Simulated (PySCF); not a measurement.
C6H8S, SMILES Cc1ccc(C)s1, GFN2-xTB optimised geometry.

```
15

C     -1.64    -2.22     0.00
C     -0.70    -1.06     0.00
C      0.65    -1.06     0.00
C      1.22     0.24     0.00
C      0.29     1.23     0.00
C      0.50     2.70     0.00
S     -1.32     0.56     0.00
H     -2.28    -2.20     0.88
H     -2.28    -2.20    -0.88
H     -1.07    -3.15     0.00
H      1.24    -1.96     0.00
H      2.28     0.42     0.00
H      0.04     3.15     0.88
H      1.56     2.92     0.00
H      0.04     3.15    -0.88
```

Density from CAM-B3LYP/def2-TZVP (PySCF) at that geometry.

Minimum of the electron density along straight lines between bonded atoms, close to the bond critical point (lines longer than 1.1 times the sum of covalent radii, or with two minima, are not listed):

```json
[
 {"bond": "C1–C2", "length / Å": "1.487", "ρ at the minimum / e bohr⁻³": "0.265", "∇²ρ there / e bohr⁻⁵": "-0.71", "position (fraction from the first atom)": "0.48"},
 {"bond": "C2–C3", "length / Å": "1.356", "ρ at the minimum / e bohr⁻³": "0.338", "∇²ρ there / e bohr⁻⁵": "-1.01", "position (fraction from the first atom)": "0.52"},
 {"bond": "C3–C4", "length / Å": "1.417", "ρ at the minimum / e bohr⁻³": "0.304", "∇²ρ there / e bohr⁻⁵": "-0.88", "position (fraction from the first atom)": "0.50"},
 {"bond": "C4–C5", "length / Å": "1.356", "ρ at the minimum / e bohr⁻³": "0.338", "∇²ρ there / e bohr⁻⁵": "-1.01", "position (fraction from the first atom)": "0.48"},
 {"bond": "C5–C6", "length / Å": "1.487", "ρ at the minimum / e bohr⁻³": "0.265", "∇²ρ there / e bohr⁻⁵": "-0.71", "position (fraction from the first atom)": "0.52"},
 {"bond": "C2–S7", "length / Å": "1.739", "ρ at the minimum / e bohr⁻³": "0.212", "∇²ρ there / e bohr⁻⁵": "-0.43", "position (fraction from the first atom)": "0.48"},
 {"bond": "C5–S7", "length / Å": "1.739", "ρ at the minimum / e bohr⁻³": "0.212", "∇²ρ there / e bohr⁻⁵": "-0.43", "position (fraction from the first atom)": "0.48"},
 {"bond": "C1–H8", "length / Å": "1.090", "ρ at the minimum / e bohr⁻³": "0.279", "∇²ρ there / e bohr⁻⁵": "-0.96", "position (fraction from the first atom)": "0.64"},
 {"bond": "C1–H9", "length / Å": "1.090", "ρ at the minimum / e bohr⁻³": "0.279", "∇²ρ there / e bohr⁻⁵": "-0.96", "position (fraction from the first atom)": "0.64"},
 {"bond": "C1–H10", "length / Å": "1.088", "ρ at the minimum / e bohr⁻³": "0.281", "∇²ρ there / e bohr⁻⁵": "-0.97", "position (fraction from the first atom)": "0.64"},
 {"bond": "C3–H11", "length / Å": "1.076", "ρ at the minimum / e bohr⁻³": "0.288", "∇²ρ there / e bohr⁻⁵": "-1.04", "position (fraction from the first atom)": "0.65"},
 {"bond": "C4–H12", "length / Å": "1.076", "ρ at the minimum / e bohr⁻³": "0.288", "∇²ρ there / e bohr⁻⁵": "-1.04", "position (fraction from the first atom)": "0.65"},
 {"bond": "C6–H13", "length / Å": "1.090", "ρ at the minimum / e bohr⁻³": "0.279", "∇²ρ there / e bohr⁻⁵": "-0.96", "position (fraction from the first atom)": "0.64"},
 {"bond": "C6–H14", "length / Å": "1.088", "ρ at the minimum / e bohr⁻³": "0.281", "∇²ρ there / e bohr⁻⁵": "-0.97", "position (fraction from the first atom)": "0.64"},
 {"bond": "C6–H15", "length / Å": "1.090", "ρ at the minimum / e bohr⁻³": "0.279", "∇²ρ there / e bohr⁻⁵": "-0.96", "position (fraction from the first atom)": "0.64"}
]
```
